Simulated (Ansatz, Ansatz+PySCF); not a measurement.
```xyz
2

C     0.0000    0.0000   -0.1857
H     0.0000    0.0000    1.1141
```

Basis set: 6-31G (spherical functions). Left uncorrelated: 1 orbital. Correlation on ROHF uses semicanonical orbitals with singles. Charge 0, multiplicity 2.

Computed with Ansatz (development build ahead of 0.2.0); each method stands on the lowest determinant of its kind that the runs found.

The atomization energy at this shape (free ground-state atoms in the same class of orbitals less the molecule, no zero-point energy) of doublet CH:

```json
{"method": "PBE0 (unrestricted)", "atomization energy": "3.07 eV"}
{"method": "ROHF-MP2", "atomization energy": "2.37 eV"}
{"method": "UHF-MP2", "atomization energy": "2.31 eV"}
{"method": "UHF", "atomization energy": "1.74 eV"}
{"method": "ROHF", "atomization energy": "1.69 eV"}
```

What does ROHF-CCSD(T) give?

2.62 eV. Caution: the shape is not the minimum. Caution for UHF-MP2: another reference gives a lower total. Caution for UHF-MP2, UHF: the unrestricted determinant is spin contaminated.

This basis has no polarisation functions and is too small for such energies, which can lie far from measured ones in either direction.
